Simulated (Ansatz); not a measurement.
`Cn1cccc1-c1ccc(-c2ccc(-c3cccn3C)n2C)n1C` was relaxed with PBE-D4 (def2-SVP) in Ansatz in these states: charge +1 doublet, charge -1 doublet, neutral singlet. The geometries follow in no particular order.

Single mean-field runs in def2-SVP are fitted with def2-universal-jkfit.

A:

```xyz
46

C    -3.2463   -2.2399    4.4210
N    -3.4764   -2.6210    3.0540
C    -4.2984   -3.6728    2.6593
C    -4.1861   -3.8151    1.2791
C    -3.2839   -2.8216    0.8136
C    -2.8411   -2.0655    1.9297
C    -1.9505   -0.9389    2.0052
C    -1.9327    0.1866    2.8663
C    -0.9295    1.0720    2.4308
C    -0.3032    0.5175    1.2875
C     0.7838    1.0590    0.5305
C     1.8337    1.8926    0.9885
C     2.6630    2.2097   -0.1031
C     2.1465    1.5818   -1.2639
C     2.6633    1.4823   -2.6022
C     2.5579    0.4404   -3.5595
C     3.2759    0.8299   -4.7217
C     3.8161    2.0906   -4.4839
N     3.4364    2.4897   -3.2054
C     3.7167    3.7823   -2.6421
N     0.9823    0.8851   -0.8620
C    -0.0998    0.5807   -1.7725
N    -0.9344   -0.7278    1.0433
C    -0.2763   -1.8137    0.3504
H    -2.1911   -1.9201    4.5464
H    -3.8897   -1.3924    4.7579
H    -3.4462   -3.1068    5.0847
H    -4.8889   -4.2225    3.4013
H    -4.7184   -4.5554    0.6678
H    -3.0090   -2.6233   -0.2279
H    -2.6579    0.3822    3.6649
H    -0.7085    2.0686    2.8311
H     1.9969    2.1551    2.0404
H     3.6136    2.7535   -0.0493
H     2.0516   -0.5164   -3.3929
H     3.4034    0.2433   -5.6408
H     4.4383    2.7442   -5.1059
H     3.8758    4.5152   -3.4605
H     4.6219    3.7931   -1.9892
H     2.8594    4.1115   -2.0191
H    -0.0094   -0.4212   -2.2464
H    -1.0581    0.6091   -1.2181
H    -0.1286    1.3295   -2.5921
H    -0.2989   -2.7318    0.9748
H     0.7765   -1.5320    0.1533
H    -0.7496   -2.0674   -0.6233
```

B:

Cartesian coordinates in Å:
```
C -4.962 2.889 -1.496
N -3.752 3.607 -1.124
C -3.612 4.964 -1.231
C -2.318 5.331 -0.840
C -1.646 4.146 -0.495
C -2.548 3.065 -0.667
C -2.364 1.670 -0.383
C -3.314 0.686 0.010
C -2.637 -0.520 0.184
C -1.262 -0.287 -0.076
C -0.228 -1.276 -0.012
C -0.376 -2.642 -0.363
C 0.850 -3.272 -0.155
C 1.762 -2.303 0.347
C 3.145 -2.437 0.702
C 4.189 -1.477 0.645
C 5.384 -2.113 1.022
C 5.061 -3.443 1.316
N 3.721 -3.640 1.122
C 3.045 -4.902 1.382
N 1.082 -1.090 0.429
C 1.529 0.058 1.210
N -1.116 1.053 -0.431
C 0.050 1.598 -1.117
H -4.707 1.951 -2.022
H -5.584 2.650 -0.609
H -5.557 3.523 -2.178
H -4.441 5.581 -1.594
H -1.923 6.351 -0.810
H -0.627 4.071 -0.102
H -4.371 0.869 0.218
H -3.052 -1.468 0.541
H -1.281 -3.080 -0.797
H 1.096 -4.305 -0.412
H 4.085 -0.442 0.307
H 6.384 -1.670 1.073
H 5.697 -4.263 1.668
H 3.668 -5.506 2.066
H 2.887 -5.481 0.449
H 2.066 -4.723 1.865
H 2.152 0.754 0.617
H 0.644 0.603 1.588
H 2.126 -0.293 2.072
H -0.282 2.229 -1.963
H 0.658 0.764 -1.511
H 0.679 2.218 -0.450
```

C:

```csv
atom,x (Å),y (Å),z (Å)
C1,-2.485,-3.608,3.819
N2,-2.426,-2.199,4.155
C3,-3.112,-1.621,5.200
C4,-2.844,-0.256,5.210
C5,-1.954,0.000,4.131
C6,-1.697,-1.218,3.484
C7,-0.842,-1.522,2.346
C8,0.062,-2.576,2.146
C9,0.659,-2.401,0.873
C10,0.119,-1.242,0.304
C11,0.367,-0.687,-1.021
C12,0.282,-1.331,-2.261
C13,0.690,-0.409,-3.256
C14,1.026,0.794,-2.616
C15,1.486,2.059,-3.171
C16,1.104,3.376,-2.875
C17,1.838,4.247,-3.725
C18,2.652,3.447,-4.521
N19,2.443,2.129,-4.181
C20,3.140,1.010,-4.786
N21,0.830,0.608,-1.251
C22,1.216,1.542,-0.213
N23,-0.802,-0.719,1.210
C24,-1.701,0.383,0.929
H25,-2.333,-3.740,2.732
H26,-1.706,-4.196,4.350
H27,-3.479,-4.009,4.097
H28,-3.746,-2.230,5.854
H29,-3.245,0.473,5.923
H30,-1.509,0.964,3.862
H31,0.297,-3.354,2.880
H32,1.431,-3.022,0.405
H33,-0.075,-2.357,-2.405
H34,0.692,-0.570,-4.339
H35,0.343,3.664,-2.141
H36,1.780,5.341,-3.760
H37,3.372,3.713,-5.303
H38,4.153,1.332,-5.094
H39,2.607,0.621,-5.680
H40,3.230,0.185,-4.054
H41,0.412,2.273,0.016
H42,1.454,0.979,0.710
H43,2.107,2.113,-0.537
H44,-2.686,0.187,1.393
H45,-1.822,0.479,-0.167
H46,-1.325,1.347,1.330
```

Judge from the bond lengths which geometry belongs to which state (an estimate).

A is the charge -1 doublet (C10–C11 1.431 Å, C18–N19 1.392 Å, N2–C3 1.392 Å); B is the charge +1 doublet (C10–C11 1.432 Å, C18–N19 1.368 Å, N2–C3 1.368 Å); C is the neutral singlet (C10–C11 1.458 Å, C18–N19 1.378 Å, N2–C3 1.378 Å).

At PBE-D4/def2-SVP the highest occupied level of the relaxed charge -1 doublet lies above zero (up to 1.97 eV). By energy differences, losing it releases 0.56 eV (each at its own geometry, to the charge 0 singlet, at PBE0-D4/def2-TZVP).
